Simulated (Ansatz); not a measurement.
C3H10GeO3⁺, that is GeH(OMe)3 with one electron fewer. Total charge 1; doublet. Geometry B3LYP-D4/def2-SVP, that of the neutral singlet; atoms count from 1.

```xyz
17

Ge    0.572   -0.139   -0.859
H     1.494    0.152   -2.048
O     1.004   -1.580    0.066
C     1.570   -1.557    1.363
H     2.674   -1.510    1.319
H     1.290   -2.491    1.878
H     1.213   -0.703    1.963
O    -1.042   -0.389   -1.542
C    -2.102   -0.877   -0.741
H    -2.958   -1.096   -1.400
H    -2.428   -0.134    0.011
H    -1.825   -1.805   -0.209
O     0.540    1.167    0.351
C     0.091    2.464    0.020
H     0.739    2.954   -0.733
H     0.112    3.082    0.932
H    -0.943    2.463   -0.371
```

Problem. Estimate the Mulliken populations from the PBE0/def2-TZVP orbitals of Ansatz.

Solution. 
| atom | charge (e) | spin (α − β) |
| --- | --- | --- |
| Ge1 | 0.70 | -0.06 |
| H2 | 0.14 | 0.02 |
| O3 | -0.26 | 0.28 |
| C4 | -0.23 | 0.01 |
| H5 | 0.20 | 0.05 |
| H6 | 0.18 | 0.00 |
| H7 | 0.18 | 0.03 |
| O8 | -0.23 | 0.31 |
| C9 | -0.25 | 0.00 |
| H10 | 0.20 | 0.00 |
| H11 | 0.18 | 0.05 |
| H12 | 0.18 | 0.03 |
| O13 | -0.29 | 0.24 |
| C14 | -0.23 | 0.00 |
| H15 | 0.17 | 0.00 |
| H16 | 0.19 | 0.02 |
| H17 | 0.17 | 0.03 |
Mulliken values depend strongly on the basis.

Problem. Where does the spin sit?

Solution. Summed by element: Ge -0.06, H 0.22, O 0.82, C 0.02, of 1 unpaired in all. Largest on single atoms: O8 0.31, O3 0.28, O13 0.24.

Problem. And the Mayer bond orders between heavy atoms (over 0.3)?

Solution. Ge1–O3 0.99 (1.77 Å); Ge1–O8 0.98 (1.77 Å); Ge1–O13 0.97 (1.78 Å); O3–C4 0.95 (1.42 Å); O8–C9 0.94 (1.42 Å); O13–C14 0.94 (1.41 Å).
